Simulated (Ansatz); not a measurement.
Consider the redistribution: `[SiH3][SiH2][GeH2][SiH2][GeH3]` + `F[SiH2][SiH3]` → `[SiH3][SiH2][SiH2][GeH3]` + `[F][GeH2][SiH2][SiH3]`.

Gas-phase electronic energies from Ansatz, PBE0-D4/def2-TZVP geometries. CCSD(T)/CBS is the MP2 limit (def2-TZVPP, def2-QZVPP) plus CCSD(T) − MP2 in def2-TZVPP, frozen cores. DFT in def2-TZVPP. B3LYP here is the variant with VWN-RPA as its local correlation; programs differ in this. For Ge outer-core shells are correlated without core-valence functions, which leaves a few kJ/mol of doubt a bond. Scalar relativity is left out up to krypton. Each species was taken in one conformer, which may not be the lowest.

```tsv
level	ΔE (kcal/mol)	difference from CCSD(T)/CBS
PBE-D4	17.5	-3.9
r2SCAN-D4	19.0	-2.4
B3LYP-D4	19.6	-1.8
ωB97X-V	18.7	-2.7
B2PLYP	19.6	-1.8
PBE	16.8	-4.6
r2SCAN	18.8	-2.6
MP2/def2-TZVPP	21.8	0.4
SCS-MP2/def2-TZVPP	20.8	-0.6
CCSD/def2-TZVPP	20.5	-0.9
CCSD(T)/def2-TZVPP	20.4	-1.0
MP2/def2-QZVPP	22.4	1.0
SCS-MP2/def2-QZVPP	21.2	-0.2
HF/CBS(def2)	19.1	-2.3
MP2/CBS(def2)	22.8	1.4
CCSD/CBS(def2)	21.6	0.2
CCSD(T)/CBS	21.4	0
```

Largest T1 diagnostic among the species: 0.013.

In def2-TZVPP, CCSD(T) changes the Hartree–Fock value by +1.1 kcal/mol (the triples alone add −0.2 kcal/mol) and MP2 by +2.5 kcal/mol. From PBE to PBE0 (25 % exact exchange), in def2-TZVPP and without D4, ΔE moves by +1.2 kcal/mol.
